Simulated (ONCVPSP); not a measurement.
**Configuration tests for lanthanum (ONCV)**

ONCVPSP 4.0.1 input, shortened (lines: element, Z, core and valence counts, functional; n l f; lmax; l rc ep ncon nbas qcut; lloc lpopt rc5 dvloc0; l nproj debl; icmod fcfact rcfact), LDA (Perdew-Wang 92), scalar-relativistic:

```
  La 57.00    9    2  -001012      upf
    1    0    2.00
    2    0    2.00
    2    1    6.00
    3    0    2.00
    3    1    6.00
    3    2   10.00
    4    0    2.00
    4    1    6.00
    4    2   10.00
    5    0    2.00
    5    1    6.00
    3
    0    2.25    0.00    3    8    4.30
    1    2.30    0.00    3    7    5.50
    2    1.95    0.33    3    6    5.90
    3    2.15    0.11    4    9    4.60
    4    5    1.85    3.00
    0    1    3.80
    1    2    3.30
    2    1    0.90
    3    1    2.10
    0    0.00    0.00
```

In the d channel the program set the typed energies aside and used 0.050 Ha. In the f channel the program set the typed energies aside and used -1.016 Ha.

Energies are relative to the spin-unpolarised reference configuration 5s2 5p6; without spin polarisation the order of configurations can differ from experiment.

```json
{"valence configuration": "5s2 5p6 5d1 6s1", "charge": "+1", "ΔE all-electron (eV)": "-30.243", "error AE − PS (meV)": "+201"}
{"valence configuration": "5s2 5p6 5d1", "charge": "+2", "ΔE all-electron (eV)": "-19.096", "error AE − PS (meV)": "+159"}
{"valence configuration": "5s2 5p6 5d1 6p2", "charge": "0", "ΔE all-electron (eV)": "-31.358", "error AE − PS (meV)": "+143"}
```

Q: What are ΔE and the potential's error for 5s2 5p6 5d1 6s2?

A: ΔE = -36.401 eV all-electron; the error (AE − PS) is +208 meV.
